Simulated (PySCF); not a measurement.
**Radial density of Br⁺ (bromine, charge +1)**

B3LYP, [Ar] 3d10 4s2 4p4, high-spin 3P determinant. Calculation: PySCF 2.14, in dyall-av2z (16s12p8d, 92 functions); the non-relativistic Hamiltonian (point nucleus).

```json
{"r (bohr)": "0.000658", "4πr²ρ (e/bohr)": "0.1537", "4πr²(ρα − ρβ)": "0.0000"}
{"r (bohr)": "0.00111", "4πr²ρ (e/bohr)": "0.4219", "4πr²(ρα − ρβ)": "0.0000"}
{"r (bohr)": "0.00186", "4πr²ρ (e/bohr)": "1.132", "4πr²(ρα − ρβ)": "0.0000"}
{"r (bohr)": "0.00313", "4πr²ρ (e/bohr)": "2.931", "4πr²(ρα − ρβ)": "0.0000"}
{"r (bohr)": "0.00527", "4πr²ρ (e/bohr)": "7.137", "4πr²(ρα − ρβ)": "0.0000"}
{"r (bohr)": "0.00886", "4πr²ρ (e/bohr)": "15.72", "4πr²(ρα − ρβ)": "0.0001"}
{"r (bohr)": "0.0149", "4πr²ρ (e/bohr)": "29.23", "4πr²(ρα − ρβ)": "0.0011"}
{"r (bohr)": "0.0251", "4πr²ρ (e/bohr)": "41.36", "4πr²(ρα − ρβ)": "0.0065"}
{"r (bohr)": "0.0422", "4πr²ρ (e/bohr)": "40.18", "4πr²(ρα − ρβ)": "0.0290"}
{"r (bohr)": "0.0709", "4πr²ρ (e/bohr)": "35.89", "4πr²(ρα − ρβ)": "0.0814"}
{"r (bohr)": "0.119", "4πr²ρ (e/bohr)": "49.66", "4πr²(ρα − ρβ)": "0.0898"}
{"r (bohr)": "0.201", "4πr²ρ (e/bohr)": "39.33", "4πr²(ρα − ρβ)": "-0.0098"}
{"r (bohr)": "0.338", "4πr²ρ (e/bohr)": "30.05", "4πr²(ρα − ρβ)": "0.1900"}
{"r (bohr)": "0.568", "4πr²ρ (e/bohr)": "30.38", "4πr²(ρα − ρβ)": "0.0901"}
{"r (bohr)": "0.955", "4πr²ρ (e/bohr)": "8.295", "4πr²(ρα − ρβ)": "0.3248"}
{"r (bohr)": "1.61", "4πr²ρ (e/bohr)": "4.275", "4πr²(ρα − ρβ)": "1.2981"}
{"r (bohr)": "2.70", "4πr²ρ (e/bohr)": "1.189", "4πr²(ρα − ρβ)": "0.4415"}
{"r (bohr)": "4.55", "4πr²ρ (e/bohr)": "0.06211", "4πr²(ρα − ρβ)": "0.0244"}
{"r (bohr)": "7.65", "4πr²ρ (e/bohr)": "3.269e-05", "4πr²(ρα − ρβ)": "0.0000"}
```

(1) Where is the radial spin density 4πr²(ρα − ρβ) most negative, and why is it negative at all?

Results:

(1) Around r = 0.201 bohr, down to -0.0098 e/bohr: exchange with the open shell polarises the paired shells in an unrestricted calculation.
